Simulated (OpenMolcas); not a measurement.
## Cu3+, Ag3+, Au3+: d8 down the group

```yaml
Program: OpenMolcas 26.06
Method: SS-CASPT2, IPEA 0.25 Eh, imaginary shift 0.1 Eh
Basis: ANO-RCC-VQZP
Scalar_Hamiltonian: DKH2, point nucleus
Spin-orbit_coupling: RASSI with atomic mean-field integrals over the reference wave functions, term energies averaged over their components
```

Active space for each ion: 8 electrons in 5 orbitals (d); closed shells correlated by CASPT2: Cu3+ 3s 3p; Ag3+ 4s 4p; Au3+ 5s 5p.

Computed levels in cm-1 above 3F4:

| Level | Cu3+ | Ag3+ | Au3+ |
| --- | --- | --- | --- |
| 3F3 | 1841 | 4060 | 12390 |
| 3P1 | 20220 | 16210 | 22950 |
| 3P0 | 20550 | 16440 | 19550 |
| 1G4 | 26730 | 20650 | 26390 |
| 1S0 | 61170 | 47700 | 55950 |
| weight of 3F in the lowest level (%) | 100 | 99 | 95 |

Measured, with the error of the calculation in %. Measured levels: Cu3+ from Sugar and Musgrove, J. Phys. Chem. Ref. Data 19, 527 (1990); Ag3+ from the list in Gamrath, thesis, University of Mons (2023); Au3+ from Zainab et al., Astrophys. J. Suppl. Ser. 267, 12 (2023).

```
Level          Cu3+          Ag3+          Au3+
  3F3   1861 (-1.1)   4172 (-2.8)  12294 (+0.7)
  3P1  20097 (+0.6)  15900 (+1.9)  21490 (+6.8)
  3P0  20423 (+0.6)  16092 (+2.1)  18185 (+7.5)
  1G4  26913 (-0.7)  20570 (+0.4)  25702 (+2.7)
  1S0  61456 (-0.5)  47139 (+1.2)  55278 (+1.2)
```

The fine-structure level 3F3 changes by a factor of 6.73 from Cu3+ to Au3+.

Without spin-orbit coupling 3P lies 18380, 12150, 10560 cm-1 above 3F in that order; the difference to the level 3P1, of either sign, comes from spin-orbit coupling, which also lowers the zero.

CASPT2 does not keep the components of a term degenerate, so their means are used; among the terms shown or strongly mixed into the levels shown the widest spread is 860 cm-1 (3d8 3F, Cu3+). Computed and measured levels are paired by configuration, term and J; levels that our copy of the source lacks, or whose pairing is in doubt (as where it misses far off the trend of its configuration), stay unpaired and out of the deviations. Only configurations of the active space appear.
